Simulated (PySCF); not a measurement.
Two species compared at the same levels of theory.

First species: C8H9N3.
Geometry (GFN2-xTB, Å), atoms numbered from 1 in this order:
```xyz
20
C8H9N3 angstrom
C      3.2905   -0.1043   -0.0453
C      1.8638   -0.5128   -0.0669
N      1.4687   -1.7827   -0.1752
N      0.1792   -1.8644   -0.1682
N     -0.3133   -0.6372   -0.0536
C     -1.6297   -0.2936   -0.0085
C     -2.6098   -1.4093   -0.0965
C     -1.9286    1.0311    0.1122
C     -0.9122    2.0105    0.1882
C      0.4022    1.6479    0.1416
C      0.7147    0.2864    0.0171
H      3.5246    0.4160    0.8832
H      3.9132   -0.9904   -0.1265
H      3.5090    0.5662   -0.8762
H     -3.6281   -1.0350   -0.0552
H     -2.4419   -2.1104    0.7200
H     -2.4568   -1.9594   -1.0240
H     -2.9618    1.3367    0.1503
H     -1.1920    3.0478    0.2836
H      1.2030    2.3675    0.1969
```

Second species: C2H7F3O2Si3.
SMILES: `FC(F)(F)[C@@H]1[SiH2]O[Si@@H]1O[SiH3]`

Levels: PBE0/pcSseg-1 for dipole moment, HOMO energy, LUMO energy and HOMO–LUMO gap; GFN2-xTB for rotational constant A and rotational constant C. Geometries: GFN2-xTB. All species are isolated and taken at one optimised geometry, non-relativistic unless stated; the electronic structure was computed with PySCF and density fitting.

Dipoles, sizes and rotational constants follow the conformer. The torsions of the flexible species, by atom-mapped SMILES:
- `[F:1][C:2]([F:3])([F:4])[C@@H:5]1[SiH2:6][O:7][Si@@H:8]1[O:9][SiH3:10]`: F1–C2–C5–Si6 -78°, O7–Si8–O9–Si10 -66°

| property | column X | column Y |
| --- | --- | --- |
| dipole moment | 0.97 D | 4.18 D |
| HOMO energy | -8.55 eV | -6.19 eV |
| LUMO energy | -0.36 eV | -1.18 eV |
| HOMO–LUMO gap | 8.19 eV | 5.01 eV |
| rotational constant A | 1.018 GHz | 2.057 GHz |
| rotational constant C | 0.552 GHz | 0.718 GHz |

Problem. Which column belongs to which species?

Solution. Column X is the second species and column Y the first. The first has 20 atoms and 78 electrons, the second 17 and 104.

Problem. How does each property change from the first species to the second?

Solution. dipole moment -3.21 D; HOMO energy -2.36 eV; LUMO energy +0.82 eV; HOMO–LUMO gap +3.18 eV; rotational constant A -1.039 GHz; rotational constant C -0.166 GHz.

On the first: A dipole of 4.18 D is allowed in Cs, and pure rotational transitions are dipole-allowed. In atomic units the dipole is 1.65 e·bohr (1 au = 2.5417 D).

On the second: A dipole of 0.97 D is allowed in C1, and pure rotational transitions are dipole-allowed. In atomic units the dipole is 0.38 e·bohr (1 au = 2.5417 D).
